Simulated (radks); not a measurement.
All-electron atom: neutral magnesium in [Ne] 3s2. All-electron calculation, scalar-relativistic Kohn-Sham, PBE, spin-polarised, spherical densities, finite nucleus; Fermi nuclear charge, rms radius 3.057 fm. Program: a radial shooting solver on a logarithmic mesh with Libxc functionals.

Normalised radial functions P(r) = r R(r), r in bohr:

| r | 2s | 2p |
|---|---|---|
| 0.0137 | 0.2375 | 0.0093 |
| 0.01557 | 0.2636 | 0.0119 |
| 0.01769 | 0.2915 | 0.0152 |
| 0.02027 | 0.3231 | 0.0196 |
| 0.02304 | 0.3544 | 0.0249 |
| 0.02639 | 0.3887 | 0.0319 |
| 0.03 | 0.4214 | 0.0404 |
| 0.03409 | 0.4538 | 0.0509 |
| 0.03906 | 0.4864 | 0.0648 |
| 0.04439 | 0.5141 | 0.0811 |
| 0.05086 | 0.5384 | 0.1025 |
| 0.05781 | 0.5543 | 0.1272 |
| 0.0657 | 0.5610 | 0.1571 |
| 0.07527 | 0.5550 | 0.1953 |
| 0.08555 | 0.5340 | 0.2382 |
| 0.09801 | 0.4923 | 0.2919 |
| 0.1114 | 0.4317 | 0.3505 |
| 0.1266 | 0.3483 | 0.4173 |
| 0.1451 | 0.2332 | 0.4968 |
| 0.1649 | 0.0999 | 0.5790 |
| 0.1889 | -0.0662 | 0.6724 |
| 0.2147 | -0.2415 | 0.7636 |
| 0.244 | -0.4287 | 0.8548 |
| 0.2795 | -0.6313 | 0.9472 |
| 0.3177 | -0.8141 | 1.0250 |
| 0.3611 | -0.9771 | 1.0884 |
| 0.4137 | -1.1153 | 1.1339 |
| 0.4702 | -1.2013 | 1.1514 |
| 0.5387 | -1.2376 | 1.1396 |
| 0.6122 | -1.2174 | 1.0986 |
| 0.6958 | -1.1471 | 1.0301 |
| 0.7972 | -1.0263 | 0.9311 |
| 0.906 | -0.8817 | 0.8190 |
| 1.038 | -0.7114 | 0.6878 |
| 1.18 | -0.5509 | 0.5612 |
| 1.341 | -0.4033 | 0.4392 |
| 1.536 | -0.2705 | 0.3218 |
| 1.746 | -0.1730 | 0.2277 |
| 2 | -0.0992 | 0.1485 |
| 2.274 | -0.0540 | 0.0933 |
| 2.584 | -0.0268 | 0.0547 |
| 2.96 | -0.0113 | 0.0283 |
| 3.365 | -0.0044 | 0.0139 |
| 3.855 | -0.0014 | 0.0058 |
| 4.381 | -0.0004 | 0.0022 |
| 4.979 | -0.0001 | 0.0008 |
| 5.705 | 0.0000 | 0.0002 |
| 6.484 | 0.0000 | 0.0000 |
| 7.428 | 0.0000 | 0.0000 |
| 8.443 | 0.0000 | 0.0000 |
| 9.596 | 0.0000 | 0.0000 |
| 10.99 | 0.0000 | 0.0000 |
| 12.49 | 0.0000 | 0.0000 |
| 14.32 | 0.0000 | 0.0000 |
| 16.27 | 0.0000 | 0.0000 |

2s: eigenvalue -79.845 eV, 1 radial node at r = 0.179 bohr, <r> = 0.697 bohr, 90 % of the charge inside 1.11 bohr. 2p: eigenvalue -46.614 eV, 0 radial nodes, <r> = 0.689 bohr, 90 % of the charge inside 1.18 bohr.
